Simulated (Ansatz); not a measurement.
Program: Ansatz. Geometries: PBE0-D4/def2-TZVP. ΔE: electronic, gas phase. CCSD(T)/CBS is the MP2 limit (def2-TZVPP, def2-QZVPP) plus CCSD(T) − MP2 in def2-TZVPP, frozen cores. This one scheme is used for every species. DFT in def2-TZVPP. HSE06 is defined as in plane-wave codes. For Br outer-core shells are correlated without core-valence functions, which leaves a few kJ/mol of doubt a bond. Scalar relativity is left out up to krypton. One conformer a species, not always the lowest.

Reaction (substitution at a C–C bond): `OC(Cl)C[SiH3]` + HBr → `OC(Cl)Br` + `C[SiH3]`

```tsv
level	ΔE (kJ/mol)	difference from CCSD(T)/CBS
revPBE-D4	14.9	-12.2
r2SCAN-D4	18.3	-8.8
B97M-V	21.4	-5.7
r2SCANh-D4	20.6	-6.5
HSE06-D4	21.4	-5.7
CAM-B3LYP-D4	25.8	-1.3
ωB97M-V	25.8	-1.3
PBE-QIDH	25.4	-1.7
PBE	10.7	-16.4
RPA@PBE/def2-TZVPP	27.4	0.3
CCSD/def2-SVP	45.2	18.1
HF/def2-TZVPP	28.1	1.0
CCSD/def2-TZVPP	29.5	2.4
MP2/def2-QZVPP	24.7	-2.4
HF/CBS(def2)	28.4	1.3
CCSD/CBS(def2)	28.7	1.6
CCSD(T)/CBS	27.1	0
```

Largest T1 diagnostic among the species: 0.011.

From BLYP to BHLYP (50 % exact exchange), in def2-TZVPP and without D4, ΔE moves by +17.0 kJ/mol. The D4 term adds +5.7 kJ/mol with B3LYP and +3.5 kJ/mol with PBE0; it sums over pairs of atoms, weighted by their polarisabilities, and B3LYP, whose exchange is more repulsive, gets the larger term. At CCSD(T), def2-SVP lies +16.8 kJ/mol from the extrapolated value and def2-TZVPP +0.8 kJ/mol.

CCSD(T)/CBS has its own doubt, a few kJ/mol and more with outer-core shells, so smaller differences from it don't rank the levels.

B3LYP here is the variant with VWN-RPA as its local correlation; programs differ in this.
